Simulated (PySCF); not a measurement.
# How methods differ on the ionisation energy of Er⁴¹⁺

Er⁴¹⁺ [Ar] 3d9 (2D) → Er⁴²⁺ [Ar] 3d8 (3F), as a difference of total energies. All numbers are calculated (PySCF 2.14, the spin-free X2C one-electron Hamiltonian (Gaussian nucleus), in an even-tempered Gaussian basis (18 s from 7.7 bohr⁻², ratio 2.5; 13 p from 10 bohr⁻², ratio 2.5; 8 d from 10 bohr⁻², ratio 2.5; 4 f from 44 bohr⁻², ratio 2.7; 3 g from 66 bohr⁻², ratio 2.7)). Correlated levels: outer shells: [Ne] frozen; virtual orbitals above 40 to 60 times the deepest correlated orbital energy dropped. The calculations carry no spin-orbit coupling.

| method | ionisation energy (eV) |
| --- | --- |
| UHF | 3283.0 |
| LDA | 3283.5 |
| PBE | 3282.2 |
| PBE0 | 3283.0 |
| r2SCAN | 3281.9 |
| BP86 | 3282.6 |
| PBEsol | 3282.4 |
| MP2 (outer shells) | 3284.7 |
| SCS-MP2 (outer shells) | 3284.5 |

Spin-orbit coupling is strong in these open shells (close to jj coupling). The scalar numbers leave it out and a first-order estimate fails, so it can dominate the gap to the real levels.

Breit and QED terms and the two-electron picture change are absent.

For comparison: 3265 ± 4 eV (theoretical estimate listed by NIST; NIST Atomic Spectra Database, ionization energies).
